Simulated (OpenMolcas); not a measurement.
## Ag2+: moving the ligands

Ag2+ with 6 ligands (bromide) in tetragonal octahedral coordination (D4h) at 2.85 Å, the axial distance 2.964 Å. A charge of +0.667 e stands 2.4 Å behind each ligand. Ligand basis ANO-RCC-VDZP.
```
Ag    0.0000    0.0000    0.0000
Br    2.8500    0.0000    0.0000
Br    0.0000    2.8500    0.0000
Br   -2.8500    0.0000    0.0000
Br    0.0000   -2.8500    0.0000
Br    0.0000    0.0000    2.9640
Br    0.0000    0.0000   -2.9640
```

- Program: OpenMolcas 26.06
- Method: CASSCF
- Basis: ANO-RCC-VTZP [7s6p4d2f1g]
- Scalar Hamiltonian: DKH2, point nucleus
- Active space: 9 electrons in 5 orbitals (4d)
- State averaging: 2S+1 = 2 even, 5 roots
- Spin-orbit coupling: RASSI with atomic mean-field integrals over the reference wave functions

Runs around this geometry, states (labels of D4, the rotations of D4h). Energies in cm-1 above the lowest state or level, χT in cm3 K/mol.

```csv
R (Å),Axial / equatorial distance,Ground state,First state of that spin,First gap with spin-orbit (degeneracies),χT at 300 K
2.67,1.04,2B1,2A1 1754,"1666 (2, 2)",0.589
2.85,1.04,2B1,2A1 1299,"1179 (2, 2)",0.706
2.85,1.092,2B1,2A1 2690,"2408 (2, 2)",0.692
```

Taking the first state of the same spin as R^-n, n = -ln(1299 / 1754) / ln(2.85 / 2.67) = 4.6 between the shortest and longest distance.

With metal d orbitals alone the field can be off either way by tens of per cent. Ligand-to-metal charge-transfer states are missing. The least metal-like active orbital is 81 % on the metal (Löwdin) and no ligand orbital is active, so the numbers are rough (holds for R = 2.67, ratio = 1.04). No measured value stands beside these numbers; the geometry is a model, was not optimised and need not be the one that this ion takes.
